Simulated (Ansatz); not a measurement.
Species: WCl₂ (charge 0, quintet). The spin state was set by rule; other spins were not relaxed. 
Structure (B3LYP-D3(BJ)/def2-TZVP (Ansatz, a quantum-chemistry and plane-wave program) minimum search):
```xyz
3

W      0.0034     0.0059    -0.2395
Cl     2.1474     0.0167     0.5524
Cl    -2.1621    -0.0422     0.4903
```
Charge 0, spin multiplicity 5.

Computed values are from Ansatz. Correlated levels leave the core frozen unless marked. UHF or UKS for open shells. Spin-orbit coupling is left out. Frozen are the shells of the preceding noble gas and the d and f shells that filled before the atom's block. Past Kr the def2 sets carry scalar-relativistic core potentials. CBS(X,Y): correlation extrapolated as X^-3; Hartree-Fock from the larger set. The bracket is a focal-point correction in the basis named.

**Question.** What is the total energy at RI-MP2/CBS(def2-TZVPPD,def2-QZVPPD)+[CCSD(T)-MP2]/def2-TZVPPD?

**Answer.** -986.1867 Eh.

**Question.** What is the atomisation energy De at RI-MP2/CBS(def2-TZVPPD,def2-QZVPPD)+[CCSD(T)-MP2]/def2-TZVPPD?

**Answer.** 865.4 kJ/mol.

**Question.** What is the T1 diagnostic at CCSD/def2-TZVPPD?

**Answer.** 0.020.

**Question.** What is the vertical ionisation energy (to the quartet) at RI-MP2/CBS(def2-TZVPPD,def2-QZVPPD)+[CCSD(T)-MP2]/def2-TZVPPD?

**Answer.** 8.24 eV.

**Question.** What is the dipole moment at CCSD(T)/def2-SVPD?

**Answer.** 1.74 D.
